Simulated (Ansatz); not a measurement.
**Abstraction of Cl: C3H5Cl + SnH2Cl → C3H5 + SnH2Cl2**

Gas-phase species: C3H5Cl `C=C(C)Cl`, singlet; SnH2Cl `[Cl][SnH2]`, doublet; C3H5 `C=[C]C`, doublet; SnH2Cl2 `[Cl][SnH2][Cl]`, singlet. A radical takes Cl: the energy is the difference in strength between the C–Cl bond broken and the Sn–Cl bond made.

Shapes, held fixed at every level: PBE0-D4/def2-TZVP. Programs: Ansatz 0.2.0. The zero-point and thermal change to 298 K, harmonic and unscaled (PBE0-D4/def2-TZVP), is -4.5 kJ/mol.

Question: Estimate ΔH(298 K) of this reaction.

Answer: B2PLYP/def2-TZVPP gives ΔH(298 K) = +9.2 kJ/mol; the levels span -41.4 to +39.8. They disagree on the sign: 5 of 8 are positive. The median of the levels is +7.4. No measured value is set beside it here. Spin contamination: C3H5 (⟨S²⟩ up to 0.91). Open shells run unrestricted. For atoms past krypton def2 sets carry core potentials with scalar relativity. Outer-core shells of Sn are correlated, in sets that cover them unevenly. Times are processor times on shared x86 and Arm servers, and rough.

```tsv
level	kind	ΔH(298 K) (kJ/mol)	CPU time (sum over the molecules)
HF/def2-SVP	Hartree–Fock	-41.4	–
SPW92/def2-TZVPP	LDA	+39.8	7.4 s
B3LYP-D4/def2-TZVPP	global hybrid	+10.3	23 s
BHLYP-D4/def2-TZVPP	global hybrid	-2.9	18 s
PBE0-D4/def2-TZVPP	global hybrid	+11.5	16 s
r2SCAN0-D4/def2-TZVPP	global hybrid	-0.3	28 s
wB97X-V/def2-TZVPP	range-separated hybrid	+5.6	45 s
B2PLYP/def2-TZVPP	double hybrid	+9.2	28 s
```
